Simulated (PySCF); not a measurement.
SMILES [OH][AlH][CH]=C (PBE0/def2-SVP optimised geometry):

```
9

Al    -0.180    -1.253     0.000
H     -0.978    -2.627     0.001
C     -0.998     0.505     0.000
C     -0.247     1.619     0.022
H     -2.088     0.643    -0.015
H     -0.683     2.627     0.026
H      0.849     1.576     0.038
O      1.528    -1.253     0.000
H      2.088    -2.030     0.016
```

Level of theory: PBE0/def2-TZVP (PySCF).

Q: What are the frontier orbital energies and the dipole moment?

A: HOMO-2 -8.99 eV, HOMO-1 -8.00 eV, HOMO -7.91 eV, LUMO -1.17 eV, LUMO+1 0.41 eV; dipole moment 0.44 D.

On the same geometry PBE/def2-TZVP in PySCF gives HOMO-2 -7.43 eV, HOMO-1 -6.80 eV, HOMO -6.69 eV, LUMO -2.04 eV, LUMO+1 -0.44 eV; dipole moment 0.39 D.

Meta-Löwdin charges at PBE0/def2-TZVP: Al1 0.84, H2 -0.16, C3 -0.41, C4 -0.20, H5 0.12, H6 0.12, H7 0.12, O8 -0.79, H9 0.35.
